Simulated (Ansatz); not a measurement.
System: C₂H₈ClSi₂, net charge 0, doublet state. It need not be the lowest isomer of its formula. 
Coordinates optimised at B3LYP-D3(BJ)/def2-TZVP (Ansatz, a first-principles code):
```
Si
H 1 1.4872
C 1 1.8764 2 110.40
H 3 1.0909 1 111.32 2 54.79
H 3 1.0917 4 108.04 1 -121.38
H 3 1.0922 4 108.21 5 -116.83
C 1 1.8804 2 110.10 3 -123.12
H 7 1.0908 1 111.38 2 -55.77
H 7 1.0914 8 108.13 1 121.43
H 7 1.0930 8 108.21 9 117.04
Si 1 2.3503 2 106.73 7 -119.62
H 11 1.4907 1 115.68 2 61.36
Cl 11 2.0927 12 105.80 1 -118.98
```
Charge 0, spin multiplicity 2.

Parts of the frozen-core correlation energy in 6-31G (Ansatz, hartree). Frozen orbitals: 17; correlated occupied orbitals by spin: 16 and 15; virtual: 40 and 41. Open shells are spin-unrestricted. No spin-orbit coupling. No relativistic terms.

```
term                             value
-------------------------  -----------
reference (HF)             -1117.60975
MP2 opposite-spin             -0.25409
MP2 same-spin                        …
CCSD correlation                     …
(T)                                  …
T1 diagnostic                    0.011
largest doubles amplitude        0.022
<S^2> of the reference           0.754
```

Question: Fill in the missing entries.

Answer: 
- MP2 same-spin, value: -0.06230
- CCSD correlation, value: -0.37316
- (T), value: -0.00806
